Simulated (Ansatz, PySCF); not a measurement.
System: CH7OSi2, net charge 0, doublet state. SMILES: C[SiH2]O[SiH2]
Geometry from a B3LYP-D3(BJ)/def2-TZVP (Ansatz, a first-principles code) optimisation:
```xyz
11

C     -2.2952    -0.8448     0.1004
Si    -1.0176     0.4525    -0.2836
O      0.4811    -0.1863    -0.0406
Si     2.0840     0.0783     0.1734
H     -2.1664    -1.7193    -0.5401
H     -2.2218    -1.1692     1.1400
H     -3.3011    -0.4498    -0.0621
H     -1.1244     0.8938    -1.6951
H     -1.1865     1.6357     0.5960
H      2.7021    -1.1991     0.6217
H      2.2902     1.1366     1.2045
```
Charge 0, spin multiplicity 2.

Property: enthalpy of formation at 298 K, in kcal/mol. Conventions: valence correlation only; non-relativistic; dispersion terms only where a functional's name holds one; no spin-orbit coupling; UHF or UKS for open shells; six Cartesian d functions in 6-31G* and its kin unless marked 5d; 6-311+G** with 5d, 6d on Na to Ar in Ansatz. Basis-set limits of correlation are two-point, X^-3; Hartree-Fock from the larger set. Ab initio and DFT rows: single points at B3LYP-D3(BJ) geometries (Ansatz), with unscaled harmonic terms from B3LYP/6-31G* (Ansatz) at its own minima, enthalpies of formation by atomisation with measured atoms.

Coupled cluster (Ansatz) is a level with limits of its own, used here on species with T1 under 0.025 (0.045 for open shells) and stable references: CCSD(T)/CBS(cc-pV(T+d)Z,cc-pV(Q+d)Z).

Value to compare with, CCSD(T)/CBS(cc-pV(T+d)Z,cc-pV(Q+d)Z) (Ansatz): -62.5 kcal/mol.

```json
[
 {"level": "HF/3-21G", "program": "Ansatz", "enthalpy of formation at 298 K (kcal/mol)": "230.3", "difference": "292.8"},
 {"level": "BP86/6-31G* (5d)", "program": "PySCF", "enthalpy of formation at 298 K (kcal/mol)": "-59.0", "difference": "3.5"},
 {"level": "B3LYP/3-21G", "program": "Ansatz", "enthalpy of formation at 298 K (kcal/mol)": "-5.1", "difference": "57.4"},
 {"level": "B3LYP/6-31G*", "program": "Ansatz", "enthalpy of formation at 298 K (kcal/mol)": "-37.4", "difference": "25.1"},
 {"level": "PBE0/6-31G*", "program": "Ansatz", "enthalpy of formation at 298 K (kcal/mol)": "-34.6", "difference": "27.9"},
 {"level": "M06-2X/6-311+G**", "program": "PySCF", "enthalpy of formation at 298 K (kcal/mol)": "-45.3", "difference": "17.2"},
 {"level": "B3PW91/6-31G* (5d)", "program": "PySCF", "enthalpy of formation at 298 K (kcal/mol)": "-35.1", "difference": "27.4"},
 {"level": "PBE/def2-TZVPD", "program": "Ansatz", "enthalpy of formation at 298 K (kcal/mol)": "-52.9", "difference": "9.6"}
]
```

Among the 7 habitual levels, HF/3-21G lies farthest from CCSD(T)/CBS(cc-pV(T+d)Z,cc-pV(Q+d)Z) (Ansatz) (292.8 kcal/mol) and BP86/6-31G* (5d) nearest (3.5); 7 of 7 lie above it, and their mean absolute difference is 64.5 kcal/mol, the median 27.4. One case shows no general order.

The levels are drawn from those run, B3LYP/6-31G* more often than the rest, none by its result; left out are runs that failed, that the program found above a lower state of the same kind, or whose <S^2> lies over 0.5 above the pure value.
